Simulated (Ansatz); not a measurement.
```yaml
crystal:
  periodic: [false, false, false]
  atoms:
    - {symbol: C, position_ang: [-1.196477, 1.291849, -0.781539]}
    - {symbol: Ge, position_ang: [-0.238240, -0.391003, -0.388431]}
    - {symbol: C, position_ang: [1.740418, -0.197952, -0.162284]}
    - {symbol: P, position_ang: [-1.241241, -1.336343, 1.542326]}
    - {symbol: H, position_ang: [-2.254201, 1.167823, -0.890134]}
    - {symbol: H, position_ang: [-0.972397, 2.043170, 0.097720]}
    - {symbol: H, position_ang: [-0.814047, 1.725220, -1.620618]}
    - {symbol: H, position_ang: [-0.498571, -1.361165, -1.535726]}
    - {symbol: H, position_ang: [2.094039, 0.314725, -1.024604]}
    - {symbol: H, position_ang: [1.910245, 0.553027, 0.643874]}
    - {symbol: H, position_ang: [2.181546, -1.046996, -0.000825]}
    - {symbol: H, position_ang: [-0.162390, -2.355651, 1.708372]}
    - {symbol: H, position_ang: [-0.566794, -0.428767, 2.421304]}
basis:
  gaussian: {orbitals: cc-pVDZ}
total_charge: 1
magnetization: {spin_polarized: false, initial_magnetization: 1}
hamiltonian: {xc: {name: B3LYP5}}
accuracy: high
output: {forces: true}
```

```sh
$ ansatz run in.yaml --threads 4 --pin off --events-out ev --progress --plain --max-ram 10444MiB
```

Output, abridged:

```
Functional definition: B3LYP5
2841 factors; integrals over basis functions are off by at most 4.5e-9 eV
mean field evaluation 1: about -67995.6135 eV, gradient 8.0e1 eV
mean field evaluation 2: about -67995.8479 eV, gradient 8.0e1 eV
mean field evaluation 4: about -68010.1641 eV, gradient 2.2e1 eV
mean field evaluation 8: about -68012.5393 eV, gradient 2.3e0 eV
mean field evaluation 16: about -68012.5732 eV, gradient 2.4e-3 eV
mean field -68012.57315408 eV, -2499.4159628346 hartree, gradient 9.8e-8 eV, S^2 0.750000; 6 other end points of the search recorded, 0 dependent functions left out
reference -68012.57319906 eV, -2499.4159644874 hartree; 34, 33 occupied and 84, 85 virtual orbitals, 2841 factors
Total energy: -68012.57319906 eV, -2499.4159644874 hartree
Atom 0 at    -1.196477     1.291849    -0.781539 Å, force     0.388491     0.064579     4.982323 eV/Å
Atom 1 at    -0.238240    -0.391003    -0.388431 Å, force    -0.310203     1.139840    -2.418281 eV/Å
Atom 2 at     1.740418    -0.197952    -0.162284 Å, force    -3.200155     5.528899     1.515788 eV/Å
Atom 3 at    -1.241241    -1.336343     1.542326 Å, force     2.238821    -0.621673     0.393273 eV/Å
Atom 4 at    -2.254201     1.167823    -0.890134 Å, force    -1.019153    -0.246683    -0.017489 eV/Å
Atom 5 at    -0.972397     2.043170     0.097720 Å, force    -0.576437    -1.217973    -1.449460 eV/Å
Atom 6 at    -0.814047     1.725220    -1.620618 Å, force     1.443010     1.248324    -3.024231 eV/Å
Atom 7 at    -0.498571    -1.361165    -1.535726 Å, force    -0.144509    -0.464213    -0.047017 eV/Å
Atom 8 at     2.094039     0.314725    -1.024604 Å, force     0.006650     0.365157    -1.708829 eV/Å
Atom 9 at     1.910245     0.553027     0.643874 Å, force     0.028422    -0.603971     0.021329 eV/Å
Atom 10 at     2.181546    -1.046996    -0.000825 Å, force     2.893618    -5.474377     1.060551 eV/Å
Atom 11 at    -0.162390    -2.355651     1.708372 Å, force    -1.204605     0.327900     0.184745 eV/Å
Atom 12 at    -0.566794    -0.428767     2.421304 Å, force    -0.543950    -0.045809     0.507298 eV/Å
Dipole moment:     0.013629    -0.171151     0.556651 e Å
```

Run time 9.5 s (4 threads of an Intel Xeon 6975P-C on a shared host); peak host memory 0.81 GiB.
